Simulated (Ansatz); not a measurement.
Breaking the Sn1–H3 bond in GeH6Sn (SMILES [GeH3][SnH3]) (multiplicity 1 held, fragments rigid). Energies count from the point at 1.712 Å.
Geometry at that point (charge 0, multiplicity 1):
```xyz
8

Sn    -1.032     0.102    -0.017
Ge     1.568    -0.155     0.026
H     -1.722    -0.946    -1.183
H     -1.471     1.710    -0.412
H     -1.700    -0.279     1.513
H      1.961    -1.601     0.381
H      2.186     0.788     1.074
H      2.167     0.188    -1.350
```

R- and RO- levels are restricted; in cc, def2 and unpolarised 6-31G sets they are followed outwards from rest. Unrestricted levels (U-) break spin symmetry where that is lower. Active spaces are followed from a long bond inwards. Levels need not reach the same state.

Cores are frozen in the correlated methods. Filled d and f shells under p-block atoms count as core.

Codes used: Ansatz (a first-principles code). Each number belongs to the level named beside it. In def2 rows elements past Kr take small-core potentials, without spin–orbit coupling.

Energies in eV.

| R (Å) | U-HF/def2-SVP | R-MP2/def2-SVP | R-CCSD/def2-SVP | R-CCSD(T)/def2-SVP | FIC-MRCISD on CASSCF(2,2)/def2-SVP | FIC-MRCISD+Q on CASSCF(2,2)/def2-SVP |
|---|---|---|---|---|---|---|
| 1.370 | 1.40 | 1.41 | 1.43 | 1.43 | 1.43 | 1.43 |
| 1.541 | 0.27 | 0.28 | 0.29 | 0.29 | 0.29 | 0.29 |
| 1.712 | 0.00 | 0.00 | 0.00 | 0.00 | 0.00 | 0.00 |
| 1.884 | 0.18 | 0.16 | 0.14 | 0.14 | 0.14 | 0.14 |
| 2.055 | 0.58 | 0.55 | 0.50 | 0.49 | 0.48 | 0.49 |
| 2.312 | 1.34 | 1.27 | 1.15 | 1.13 | 1.12 | 1.13 |
| 2.569 | 1.92 | 2.00 | 1.79 | 1.75 | 1.73 | 1.74 |
| 2.997 | 2.33 | 3.05 | 2.62 | 2.51 | 2.49 | 2.50 |
| 3.425 | 2.46 | 3.82 | 3.11 | 2.89 | 2.90 | 2.92 |
| 3.939 | 2.50 | 4.38 | 3.39 | 2.99 | 3.10 | 3.11 |
| 4.624 | 2.51 | 4.60 | 3.51 | 2.89 | 3.16 | 3.18 |
| 5.480 | 2.51 | 4.29 | 3.55 | 2.78 | 3.18 | 3.19 |

Doubts at one or more of the structures used: a spin-contaminated determinant (U-HF/def2-SVP); a restricted determinant that unrestricted orbitals would lower (R-MP2/def2-SVP, R-CCSD/def2-SVP, R-CCSD(T)/def2-SVP); other coupled-cluster roots lie near (R-CCSD/def2-SVP, R-CCSD(T)/def2-SVP); T1 above 0.05 (R-CCSD/def2-SVP, R-CCSD(T)/def2-SVP).
